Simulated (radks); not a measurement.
These are the eigenvalues of the occupied orbitals of an atom or ion with whole-number occupations (hartree). Method: Dirac Kohn-Sham, BLYP, spin-unpolarised, spherical densities, finite nucleus; Fermi nuclear charge, rms radius of each element as measured or else 0.836 A^(1/3) + 0.57 fm; computed with a radial shooting solver on a logarithmic mesh with Libxc functionals.

| orbital | eigenvalue |
|---|---|
| 1s1/2 | -606.9967 |
| 2s1/2 | -100.6334 |
| 2p1/2 | -93.59947 |
| 2p3/2 | -91.06991 |
| 3s1/2 | -30.56991 |
| 3p1/2 | -28.05285 |
| 3p3/2 | -27.56633 |
| 3d3/2 | -23.41466 |

Which element is it, and in what charge state? The configuration may be excited. Open shells, if any, fill j = l - 1/2 first.

Answer. Z = 38, strontium, charge +17: Sr17+ in [Ar] 3d3. The list shows which subshells hold electrons but not how many an open one holds; the 1s level, -607 hartree, gives Z - s = 34.8 by -(Z - s)^2/2, which with screening and relativity narrows Z to a few neighbours, and the depths of the outer levels then fix element, charge and occupations together.
